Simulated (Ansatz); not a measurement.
Frontier orbitals of `[SiH3][N]([SiH3])[Sn][Cl]`.

Total charge 0; spin multiplicity 1. Correlated methods include outer-core shells of Sn, which these sets cover unevenly. Sn takes the def2 core potential. Geometry: relaxed with PBE0-D4/def2-TZVP. It is one conformer, not always the lowest. Basis def2-TZVPP, Ansatz 0.2.0.

```csv
functional,HOMO (eV),LUMO (eV)
ωB97M-V,-9.86,-0.97
```

(1) Give HOMO and LUMO (eV) with LDA (SPW92), PBE, revPBE, BLYP, r2SCAN, B97M-V, PBE0, B3LYP, r2SCANh, r2SCAN0, HSE06 (plane-wave form), BHLYP, CAM-B3LYP, LC-ωPBE, ωB97X-V, HF. (An estimate is asked.)

## Answers

(1) The calculation gave: 
```csv
functional,HOMO,LUMO
LDA (SPW92),-6.74,-3.56
PBE,-6.62,-3.33
revPBE,-6.57,-3.24
BLYP,-6.48,-3.24
r2SCAN,-6.92,-3.29
B97M-V,-6.95,-3.35
PBE0,-7.78,-2.67
B3LYP,-7.59,-2.89
r2SCANh,-7.37,-3.03
r2SCAN0,-7.98,-2.66
HSE06 (plane-wave form),-7.39,-3.03
BHLYP,-8.70,-1.96
CAM-B3LYP,-9.01,-1.77
LC-ωPBE,-10.22,-0.72
ωB97X-V,-9.93,-0.82
HF,-10.01,-0.01
```

B3LYP here is the variant with VWN-RPA as its local correlation; programs differ in this. LC-ωPBE has ω = 0.4 bohr⁻¹.
